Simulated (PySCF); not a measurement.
C₇H₁₀S.
SMILES: `CC(=S)[C@H]1C=C(C)C1`

Level: CAM-B3LYP/def2-SVPD in PySCF, non-relativistic, on one gas-phase PBE0-D3(BJ)/def2-SVP geometry that isn't relaxed in the solvent. The solvent is an IEF-PCM continuum (cavity from Bondi-type radii × 1.2), and excitations are vertical TDDFT with non-equilibrium linear response and a frozen core. The model holds no explicit solvent molecules, cavitation or dispersion.

Gas-phase singlets (H = HOMO, L = LUMO):

```tsv
state	E (eV)	λ (nm)	f	leading configurations
S1	2.554	486	0.000	H→L 98%
S2	5.093	243	0.043	H-1→L 97%
S3	5.641	220	0.302	H-2→L 93%
S4	6.023	206	0.062	H→L+1 54%, H→L+3 28%
S5	6.213	200	0.016	H-3→L 69%, H-4→L 14%
```

Q: What are the lowest 5 singlets in chloroform (ε = 4.711)?

A: 
```csv
state,E (eV),λ (nm),f,leading configurations,change by rank (eV)
S1,2.682,462,0.000,H→L 97%,+0.128
S2,4.802,258,0.047,H-1→L 96%,-0.291
S3,5.465,227,0.414,H-2→L 96%,-0.176
S4,6.112,203,0.015,"H-3→L 66%, H-4→L 16%",+0.089
S5,6.152,202,0.113,"H→L+1 60%, H→L+3 31%",-0.061
```

Q: How does the list change in water (ε = 78.36)?

A: 
```tsv
state	E (eV)	λ (nm)	f	leading configurations	change by rank (eV)
S1	2.754	450	0.000	H→L 96%	+0.200
S2	4.691	264	0.035	H-1→L 95%	-0.402
S3	5.477	226	0.408	H-2→L 96%	-0.164
S4	6.073	204	0.014	H-3→L 66%, H-4→L 17%	+0.050
S5	6.204	200	0.119	H→L+1 65%, H→L+3 25%	-0.009
```

Q: The ground-state energy changes by -0.212 eV from gas to water. By how much does the total energy of gas-phase S1 change?

A: E(S1) = E(S0) + excitation energy, so it changes by -0.212 + 0.200 = -0.012 eV: it is lowered less than the ground state, which is what a blue shift means. This is the vertical state, with the slow part of the continuum still set for S0.

Q: How do the frontier levels move from gas to water?

A: 
```json
{"orbital": "LUMO+2", "gas (eV)": "1.20", "solvent (eV)": "1.49", "change (eV)": "+0.29"}
{"orbital": "LUMO+1", "gas (eV)": "1.06", "solvent (eV)": "1.29", "change (eV)": "+0.23"}
{"orbital": "LUMO", "gas (eV)": "-0.74", "solvent (eV)": "-0.90", "change (eV)": "-0.16"}
{"orbital": "HOMO", "gas (eV)": "-7.51", "solvent (eV)": "-7.83", "change (eV)": "-0.32"}
{"orbital": "HOMO-1", "gas (eV)": "-8.64", "solvent (eV)": "-8.43", "change (eV)": "+0.21"}
{"orbital": "HOMO-2", "gas (eV)": "-9.19", "solvent (eV)": "-9.34", "change (eV)": "-0.15"}
{"orbital": "HOMO-3", "gas (eV)": "-10.63", "solvent (eV)": "-10.45", "change (eV)": "+0.18"}
```

The HOMO–LUMO gap goes from 6.77 to 6.93 eV. Rows go by rank; for LUMO+1 and LUMO+2 the atom shares or the degeneracy differ between the runs, so the row needn't follow one orbital.

Time: 1.8 min of wall time; peak memory 1.3 GiB. Hardware: one thread, Arm Neoverse N1 (aarch64) (shared host). This is the whole response run at CAM-B3LYP/def2-SVPD in water, SCF included.

Conformer computed: `[CH3:1][C:2](=[S:3])[C@H:4]1[CH:5]=[C:6]([CH3:7])[CH2:8]1`: C1–C2–C4–C5 -28°.
